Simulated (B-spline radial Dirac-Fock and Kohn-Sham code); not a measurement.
## Core-level shifts of tantalum with charge state

Level of theory: Dirac-Fock ΔSCF + Breit + QED; a radial B-spline solver. Each ion is free and in its tabulated ground configuration. The model has no electron correlation.

Reference: Ta¹³⁺, [Kr] 4d10 4f12 5s2, with K 67693.7 eV, M3 2475.6 eV, N1 842.3 eV, N2 740.6 eV, N4 510.1 eV, Kα1 (K-L3) 57532.5 eV, Kβ1 (K-M3) 65218.1 eV, Lα1 (L3-M5) 8148.0 eV. Shifts from it, in eV (a dash: the subshell is empty, belongs to an open shell averaged over j, or its hole state is left out as unreliable):

```tsv
ion	configuration	K	M3	N1	N2	N4	Kα1	Kβ1	Lα1
Ta¹⁴⁺	[Kr] 4d10 4f11 5s2	+38.9	+40.8	+37.5	+37.2	+35.8	-0.88	-1.87	-0.87
Ta¹⁵⁺	[Kr] 4d10 4f11 5s1	+69.6	+69.6	–	+65.0	+63.4	-0.06	+0.03	+0.01
Ta¹⁶⁺	[Kr] 4d10 4f11	+101.6	+99.0	+92.5	+93.2	+91.6	+1.32	+2.53	+0.95
Ta¹⁷⁺	[Kr] 4d10 4f10	+144.0	+143.2	+132.6	+133.0	+129.9	+0.43	+0.78	+0.16
Ta¹⁸⁺	[Kr] 4d10 4f9	+188.1	+189.1	+173.9	+174.0	+169.3	-0.52	-1.02	-0.60
Ta¹⁹⁺	[Kr] 4d10 4f8	+233.8	+236.6	+216.3	+216.0	+209.7	-1.54	-2.85	-1.35
Ta²⁰⁺	[Kr] 4d10 4f7	+281.0	+285.7	+259.8	+259.2	+251.2	-2.62	-4.70	-2.06
Ta²¹⁺	[Kr] 4d10 4f6	+329.8	+336.4	+304.2	+303.3	+293.8	-3.78	-6.57	-2.74
Ta²²⁺	[Kr] 4d10 4f5	+380.2	+388.6	+349.7	+348.5	+337.3	-5.00	-8.43	-3.36
```

Over this range K (1s) moves by +380.2 eV and Kα1 by -5.0 eV: a line is a difference of two levels that shift in the same direction.

Values without a named source are computed, but for edge energies of neutral atoms, which are taken from tables.
